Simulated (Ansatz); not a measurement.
Harmonic frequencies (cm⁻¹) at PBE0-D4/def2-TZVP from Ansatz: 39, 72, 127, 393, 440, 508, 567, 577, 649, 990, 1032, 1392, 1896, 3130, 3218.

Each molecule was computed in one conformer, which needn't be the lowest.

Problem. Which molecule is it?
A. `[F][InH][CH2]I`
B. `[CH2]1[GeH2][Se]1`
C. `OB1O[SiH2]1`
D. `F[CH2][InH][I]`

Solution. A.
